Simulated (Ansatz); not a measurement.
`O[SiH2][GeH3]` + H–F → `F[SiH2][GeH3]` + H₂O at 298.15 K and 1 bar (ligand exchange at the Si–O bond).

Program: Ansatz. Geometries: PBE0-D4/def2-TZVP. ΔE: electronic, gas phase. CCSD(T)/CBS is the MP2 limit (def2-TZVPP, def2-QZVPP) plus CCSD(T) − MP2 in def2-TZVPP, frozen cores. This one scheme is used for every species. For Ge outer-core shells are correlated without core-valence functions, which leaves a few kJ/mol of doubt a bond. Scalar relativity is left out up to krypton. One conformer a species, not always the lowest.

```
        species  CCSD(T)/CBS energy (Eh)  H − E (kJ/mol)  S (J/(mol·K))
`O[SiH2][GeH3]`              -2444.00682           161.6          334.2
            H–F               -100.39570            33.5          173.6
`F[SiH2][GeH3]`              -2468.03899           130.7          324.6
            H₂O                -76.37941            66.4          188.7
```

H − E and S are ideal-gas, rigid-rotor, harmonic terms from PBE0-D4/def2-TZVP, for one conformer and one mirror image of each species. 1 Eh = 2625.50 kJ/mol, R = 8.31446 J/(mol·K).

**Question.** By hand: ΔE, ΔH, ΔS and ΔG.

**Answer.** ΔE = (-2468.03899) + (-76.37941) − (-2444.00682) − (-100.39570) = -0.01588 Eh = -41.7 kJ/mol. Δ(H − E) = 130.7 + 66.4 − 161.6 − 33.5 = 2.0, so ΔH = -39.7 kJ/mol. ΔS = 324.6 + 188.7 − 334.2 − 173.6 = 5.5 J/(mol·K). ΔG = -39.7 − 298.15 × (5.5)/1000 = -41.3 kJ/mol.

**Question.** By hand: the equilibrium constant, and the temperature at which ΔG would vanish if ΔH and ΔS stayed fixed.

**Answer.** log₁₀ K = −ΔG/(RT ln 10) = 7.2. ΔH and −TΔS have one sign here, so there is no such temperature.

The number of gas molecules stays the same, so ΔS is small and ΔH decides. A doubt of 5 kJ/mol in ΔE shifts log₁₀ K by 0.9 here. Other conformers and mirror images would add mixing entropy, several J/(mol·K) or more a flexible species. These are equilibria of isolated gas molecules and say nothing of rates. Largest T1 diagnostic: 0.012 (customary marks: 0.02 for closed shells, 0.045 for open ones).

ΔS is within the doubt of such terms, so its sign, and with it that verdict, could turn.
